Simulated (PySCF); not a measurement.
## Orbital picture of BiO

B2PLYP at R = 1.950 Å; basis Bi def2-SVP with ECP60, O def2-SVP; scalar-relativistic core potentials; PySCF 2.14. State: ²Π (doublet), unpaired electrons π ↑. Only the outer orbitals are listed, counted within each symmetry, core potentials removing the inner ones.

```json
{"spin": "α", "orbital": "5σ", "occ.": "1", "ε (eV)": "-26.95", "on Bi (%)": "18", "main shells (%)": "81 O s"}
{"spin": "α", "orbital": "6σ", "occ.": "1", "ε (eV)": "-17.44", "on Bi (%)": "85", "main shells (%)": "83 Bi s"}
{"spin": "α", "orbital": "3π", "occ.": "1", "ε (eV)": "-10.46", "on Bi (%)": "17", "main shells (%)": "83 O p, 16 Bi p"}
{"spin": "α", "orbital": "7σ", "occ.": "1", "ε (eV)": "-9.71", "on Bi (%)": "33", "main shells (%)": "64 O p, 27 Bi p"}
{"spin": "α", "orbital": "3π", "occ.": "1", "ε (eV)": "-9.11", "on Bi (%)": "27", "main shells (%)": "72 O p, 26 Bi p"}
{"spin": "α", "orbital": "4π", "occ.": "1", "ε (eV)": "-6.30", "on Bi (%)": "85", "main shells (%)": "84 Bi p, 15 O p"}
{"spin": "α", "orbital": "4π", "occ.": "0", "ε (eV)": "-2.35", "on Bi (%)": "76", "main shells (%)": "74 Bi p, 24 O p"}
{"spin": "α", "orbital": "8σ", "occ.": "0", "ε (eV)": "0.97", "on Bi (%)": "89", "main shells (%)": "79 Bi p, 15 O p"}
{"spin": "α", "orbital": "9σ", "occ.": "0", "ε (eV)": "6.35", "on Bi (%)": "102", "main shells (%)": "98 Bi s"}
{"spin": "β", "orbital": "5σ", "occ.": "1", "ε (eV)": "-26.30", "on Bi (%)": "18", "main shells (%)": "81 O s"}
{"spin": "β", "orbital": "6σ", "occ.": "1", "ε (eV)": "-16.53", "on Bi (%)": "83", "main shells (%)": "82 Bi s, 9 O s, 8 O p"}
{"spin": "β", "orbital": "7σ", "occ.": "1", "ε (eV)": "-9.41", "on Bi (%)": "35", "main shells (%)": "63 O p, 27 Bi p"}
{"spin": "β", "orbital": "3π", "occ.": "1", "ε (eV)": "-8.90", "on Bi (%)": "28", "main shells (%)": "72 O p, 26 Bi p"}
{"spin": "β", "orbital": "3π", "occ.": "1", "ε (eV)": "-8.39", "on Bi (%)": "25", "main shells (%)": "75 O p, 22 Bi p"}
{"spin": "β", "orbital": "4π", "occ.": "0", "ε (eV)": "-2.08", "on Bi (%)": "77", "main shells (%)": "74 Bi p, 24 O p"}
{"spin": "β", "orbital": "4π", "occ.": "0", "ε (eV)": "-1.33", "on Bi (%)": "79", "main shells (%)": "78 Bi p, 21 O p"}
{"spin": "β", "orbital": "8σ", "occ.": "0", "ε (eV)": "1.22", "on Bi (%)": "89", "main shells (%)": "79 Bi p, 15 O p"}
```

Which are the highest filled and the lowest empty level, where do they sit, and how wide is the gap?

Highest filled α 4π at -6.30 eV (in %: 84 Bi p, 15 O p); lowest empty α 4π at -2.35 eV (in %: 74 Bi p, 24 O p); the gap at B2PLYP is 3.95 eV. Both belong to one degenerate shell, split only by its one-sided filling, so this is no excitation gap.

```
bond order (Mayer)                              : 2.00
⟨S²⟩                                            : 0.755
charge on Bi (Mulliken, basis-dependent)        : 0.60
charge on Bi (Löwdin, basis-dependent)          : 0.50
dipole moment (positive dipole means Bi(−)O(+)) : -4.50 D
```

Shares are Mulliken populations and can fall outside 0 to 100 %.

Correlated steps freeze 5 core orbitals. These are scalar-relativistic numbers at best; spin–orbit coupling would shift them, the dissociation energy most. B2PLYP dipoles, levels and charges come from its SCF part alone. The state is the lowest determinant that a PBE0 search found; another state may lie lower at other levels.
